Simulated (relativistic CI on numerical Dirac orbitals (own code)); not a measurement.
## Re I: calculation against measurement

Method of calculation: Dirac-Coulomb-Breit CI, separate exchange-only KLI orbitals for each configuration, a model potential for QED, valence Slater integrals scaled by 0.85, P86 correlation estimate, and configurations built on the next ion tied to the tabulated ionisation energy (semi-empirical) (own radial code, finite nucleus).

CI space (outside the closed core [Xe] 4f14): 5d5 6s2, 5d6 6s, 5d5 6s 6p, 5d6 6p, 5d5 6s 6d, 5d5 6s 7s, 5d5 6s 7p, 5d5 6s 7d, 5d5 6s 8s, 5d5 6s 6f, 5d5 6s 7f, 5d7, 5d5 6p2, 5d4 6s2 6p, 5d6 6d, 5d3 6s2 6p2, 5d4 6s2 5f, 5d6 5f, 5d4 6s2 5g, 5d6 6f, 5d6 5g, 5d6 7s, 5d6 7p, 5d4 6s2 8s. Levels of other configurations are missing.

```tsv
Configuration	Term (tabulated)	J	Measured (cm⁻¹)	Computed	Error	Purity (%)
5d5 6s2	6S	5/2	0.0	0	0	86
5d6 6s	6D	9/2	11754.5	16437	4682	89
5d6 6s	6D	7/2	14216.9	18534	4317	88
5d5 6s2	4G	7/2	15058.2	15784	726	61
5d6 6s	6D	5/2	15770.4	19474	3704	74
5d5 6s2	4G	11/2	16307.1	16767	459	81
5d6 6s	6D	3/2	16327.5	20122	3794	63
5d5 6s2	4G	9/2	16619.3	17033	413	82
5d6 6s	6D	1/2	17238.3	21139	3901	74
5d5 6s 6p	8P°	5/2	18950.1	18454	-496	92
5d5 6s 6p	8P°	7/2	20447.8	20048	-400	88
5d5 6s 6p	8P°	9/2	23631.8	22740	-892	94
5d5 6s 6d	e 8D	11/2	50464.3	49763	-701	95
```

Measured levels from NIST Handbook of Basic Atomic Spectroscopic Data (Sansonetti and Martin, J. Phys. Chem. Ref. Data 34, 1559 (2005)); pairs were made by configuration, J and term (by order where the table uses no LS term), so strongly mixed levels may be paired wrongly.

Mean error by configuration (cm⁻¹): 5d6 6s 4080; 5d5 6s2 533; 5d5 6s 6p -596; 5d5 6s 6d -701. Over the excited levels the mean absolute error is 2041 cm⁻¹ (12 of the 18 excited levels that our extract of the source holds in range could be paired, and the others can miss by more), and the median relative error of those above 1,000 cm⁻¹ is 4.3 %. Some levels of the ground configuration have no partner.
